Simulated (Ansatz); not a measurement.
Mulliken charges of C₄H₅I, SMILES `C=CC(=C)I` from B3LYP/def2-TZVPP in Ansatz (PBE0-D4/def2-TZVP geometry).

```json
{"atom": "C1", "x (Å)": "-0.069", "y (Å)": "-1.838", "z (Å)": "-0.217", "charge (e)": "-0.181"}
{"atom": "C2", "x (Å)": "0.312", "y (Å)": "-0.648", "z (Å)": "0.233", "charge (e)": "-0.167"}
{"atom": "C3", "x (Å)": "-0.208", "y (Å)": "0.653", "z (Å)": "-0.149", "charge (e)": "0.069"}
{"atom": "C4", "x (Å)": "0.244", "y (Å)": "1.795", "z (Å)": "0.364", "charge (e)": "-0.235"}
{"atom": "I5", "x (Å)": "-1.742", "y (Å)": "0.733", "z (Å)": "-1.578", "charge (e)": "-0.027"}
{"atom": "H6", "x (Å)": "-0.853", "y (Å)": "-1.943", "z (Å)": "-0.959", "charge (e)": "0.102"}
{"atom": "H7", "x (Å)": "0.400", "y (Å)": "-2.743", "z (Å)": "0.149", "charge (e)": "0.108"}
{"atom": "H8", "x (Å)": "1.104", "y (Å)": "-0.589", "z (Å)": "0.978", "charge (e)": "0.104"}
{"atom": "H9", "x (Å)": "1.038", "y (Å)": "1.766", "z (Å)": "1.104", "charge (e)": "0.105"}
{"atom": "H10", "x (Å)": "-0.144", "y (Å)": "2.763", "z (Å)": "0.078", "charge (e)": "0.122"}
```

**Question.** By hand: the dipole of these point charges (1 e Å = 4.8032 D).

**Answer.** Σ q r = (0.098, 0.011, 0.093) e Å, of length 0.136 e Å = 0.65 D.

**Question.** How does the dipole of the full density compare? (Best estimate.)

**Answer.** The calculation gave: (0.206, -0.035, 0.190) e Å, 1.36 D; the point charges give 0.48 times that, at 12° from its direction.

Point charges leave out the atoms' own dipoles, such as those of lone pairs, and Mulliken's split depends on the basis, so the two needn't agree.

B3LYP here is the variant with VWN-RPA as its local correlation; programs differ in this.
